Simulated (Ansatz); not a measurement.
cyclobutene (C4H6), singlet, at a GFN2-xTB geometry; R2SCAN/6-31G* run with Ansatz (a program for electronic structure).

The Ansatz input:
Ansatz 0.2 input:
```yaml
crystal:
  periodic: [false, false, false]
  atoms:
    - {symbol: C, position_ang: [0.00522404, -0.65803470, 0.81160491]}
    - {symbol: C, position_ang: [0.00258559, 0.67078963, 0.80110802]}
    - {symbol: C, position_ang: [-0.00181609, -0.78077129, -0.68679068]}
    - {symbol: C, position_ang: [-0.00489486, 0.76981077, -0.69903932]}
    - {symbol: H, position_ang: [0.01043100, -1.40624811, 1.58354624]}
    - {symbol: H, position_ang: [0.00479724, 1.43111936, 1.56113280]}
    - {symbol: H, position_ang: [-0.89062366, -1.24422161, -1.11243761]}
    - {symbol: H, position_ang: [0.88461218, -1.24076490, -1.12106160]}
    - {symbol: H, position_ang: [0.87971347, 1.22640274, -1.14055069]}
    - {symbol: H, position_ang: [-0.89552237, 1.22294603, -1.13192670]}
basis:
  gaussian:
    orbitals: 6-31G*
hamiltonian:
  xc: r2scan
```

It wrote (shortened):

```
Functional definition: r2SCAN
924 factors; their error is unknown
mean field evaluation 1: about -4235.0322 eV, gradient 5.0e1 eV
mean field evaluation 2: about -4230.8937 eV, gradient 6.5e1 eV
mean field evaluation 4: about -4241.3444 eV, gradient 8.9e-1 eV
mean field evaluation 8: about -4241.2572 eV, gradient 4.3e-2 eV
mean field evaluation 16: about -4241.2572 eV, gradient 6.2e-6 eV
mean field -4241.25720053 eV, -155.8633272920 hartree, gradient 6.2e-6 eV, S^2 0.000000; 0 other end points of the search recorded, 0 dependent functions left out
reference -4241.25720691 eV, -155.8633275267 hartree; 15, 15 occupied and 57, 57 virtual orbitals, 924 factors
Total energy: -4241.25720691 eV, -155.8633275267 hartree
```
